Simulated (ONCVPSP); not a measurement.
What one change does to a pseudopotential (platinum (Pt), ONCV)

platinum (Pt), optimised norm-conserving Vanderbilt (ONCV), made with ONCVPSP 4.0.1 (LDA (Perdew-Zunger), scalar-relativistic). Core [Kr] 4d10 4f14, reference 5s2 5p6 5d9 6s1. Waves: 5s+6s: rc 1.80 bohr, ncon 4, nbas 8, qcut 7.2 1/bohr, 2 projectors; 5p: rc 1.60 bohr, ncon 3, nbas 7, qcut 10 1/bohr, 2 projectors, debl 0.4 Ha; 5d: rc 2.45 bohr, ncon 3, nbas 8, qcut 7 1/bohr, 2 projectors, debl 1.9 Ha. Local part: polynomial inside 1.50 bohr (lpopt 5, dvloc0 0 Ha). Core correction: none.

In the p channel the program set the typed energies aside and used -2.069, 0.250 Ha.

All-electron outer shells of the reference configuration (LDA (Perdew-Zunger), scalar-relativistic, ld1.x):

```csv
shell,level (eV),outermost node (bohr),outermost maximum (bohr)
5s,-102.20,0.49,0.87
4f,-70.51,–,0.38
5p,-56.29,0.53,0.98
5d,-6.38,0.57,1.26
6s,-5.97,1.14,2.38
```

Change: all radii scaled by about 0.90 (s 1.62, p 1.44, d 2.20 bohr); local potential polynomial inside 1.34 bohr (lpopt 5, dvloc0 0 Ha).

Cutoffs: the cutoffs (Ha) at which the residual kinetic energy of the hardest occupied pseudo-wave falls to 1 and 0.1 mHa per electron; they do not see the model core or the augmentation charge, which bear on the density cutoff. Errors are all-electron minus pseudo energies relative to the spin-unpolarised reference configuration.

Predict the effect on cutoff, ghosts and configuration errors.

The potential gets harder (31 Ha and 37 Ha → 33 Ha and 40 Ha); of the 4 tests that both files solve, the error grows in 0 and shrinks in 2 by more than 15 % and 0.3 meV (median size 4.5 → 2.1 meV); neither file shows a bound ghost. A smaller radius makes the pseudo-wave follow the all-electron one further in, where it bends more sharply, so more plane waves are needed.

| quantity | base | changed |
| --- | --- | --- |
| cutoff, loose | 31 Ha | 33 Ha |
| cutoff, tight | 37 Ha | 40 Ha |
| loose cutoff by channel | s 16 Ha, p 31 Ha, d 16 Ha | s 20 Ha, p 33 Ha, d 16 Ha |
| bound ghosts | none | none |
| GHOST(+) flags under 300 eV | none | s at 228.9 eV |
| error for 5s2 5p6 5d9 6s0, meV [ΔE 9.54 eV] | -3.3 | -3.2 |
| error for 5s2 5p6 5d8 6s0, meV [ΔE 29.80 eV] | -5.7 | -6.4 |
| error for 5s2 5p6 5d7 6s0, meV [ΔE 62.32 eV] | +21 | +0.4 |
| error for 5s2 5p6 5d10 6s0, meV [ΔE 0.05 eV] | +2.3 | -0.9 |
